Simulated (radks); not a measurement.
Results of a calculation; reference values are marked as such.
Q: A nucleus of charge 21.5 with 19 electrons, 19 electrons, occupied as [Ar] 3d1. Level of theory: scalar-relativistic Kohn-Sham, r2SCAN, spin-polarised, spherical densities, finite nucleus; open shells are filled with parallel spins first; meta-GGA in the generalised Kohn-Sham scheme; Fermi nuclear charge, rms radius 3.5459 fm (a radial shooting solver on a logarithmic mesh with Libxc functionals). Some entries of the table are withheld. Estimate them.

| orbital | occ. | eigenvalue (eV) | <r> (bohr) |
|---|---|---|---|
| 1s down | 1 | -4673.578 | 0.07129 |
| 1s up | 1 | -4673.561 | 0.07129 |
| 2s up | 1 | -536.6809 | 0.3330 |
| 2s down | 1 | -536.2832 | 0.3328 |
| 2p up | 3 | -444.8246 | (1) |
| 2p down | 3 | -444.5174 | (2) |
| 3s up | 1 | (3) | 1.033 |
| 3s down | 1 | (4) | 1.033 |
| 3p up | 3 | -61.0406 | 1.108 |
| 3p down | 3 | -59.7068 | 1.108 |
| 3d up | 1 | -25.8328 | (5) |
| 3d down | 0 | -24.3041 | (6) |

A: 
(1) 2p up <r> (bohr): 0.2983
(2) 2p down <r> (bohr): 0.2980
(3) 3s up eigenvalue (eV): -84.8386
(4) 3s down eigenvalue (eV): -83.5184
(5) 3d up <r> (bohr): 1.379
(6) 3d down <r> (bohr): 1.367
